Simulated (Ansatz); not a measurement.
Basis-set extrapolation for H8N2O2Si2 (`N[SiH2]O[SiH](N)O`) (PBE0-D4/def2-TZVP geometry, frozen core, Ansatz 0.2.0). Multiplicity 1, RHF reference.

```tsv
	def2-TZVPP	def2-QZVPP
HF	-841.530172	-841.562645
MP2 correlation	-1.148273	-1.237936
CCSD(T) correlation	-1.231947	not run
```

Energies in hartree. Use E(X) = E(∞) + A·exp(−7.88·√X) for Hartree–Fock and E(X) = E(∞) + B·X^(−2.97) for correlation, with X = 3 and 4, and add CCSD(T) minus MP2 of the smaller set to the MP2 limit.

Problem. What is the CCSD(T) energy at the basis-set limit?

Solution. HF limit: -841.562645 + (-0.032473) × 0.13774 = -841.56712. MP2 limit: -1.237936 + (-0.089663) × 0.74074 = -1.30435. Higher-order term: -1.231947 − (-1.148273) = -0.08367. Total: -842.95514 hartree, 506.8 kJ/mol below CCSD(T)/def2-TZVPP.
